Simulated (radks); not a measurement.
Task: These are the eigenvalues of the occupied orbitals of an atom or ion with whole-number occupations (hartree). Calculated with a radial shooting solver on a logarithmic mesh with Libxc functionals: non-relativistic Kohn-Sham, PBEsol, spin-polarised, spherical densities, point nucleus.

| orbital | eigenvalue |
|---|---|
| 1s up | -6.59498 |
| 1s down | -6.58418 |
| 2s up | -0.36076 |
| 2s down | -0.31644 |
| 2p up | -0.14614 |

Which element is it, and in what charge state? The configuration may be excited.

Result: Z = 5, boron, charge 0: B in [He] 2s2 2p(up 1, down 0). The list shows which subshells hold electrons but not how many an open one holds; the 1s level, -6.595 hartree, gives Z - s = 3.6 by -(Z - s)^2/2, which with screening narrows Z to a few neighbours, and the depths of the outer levels then fix element, charge and occupations together.
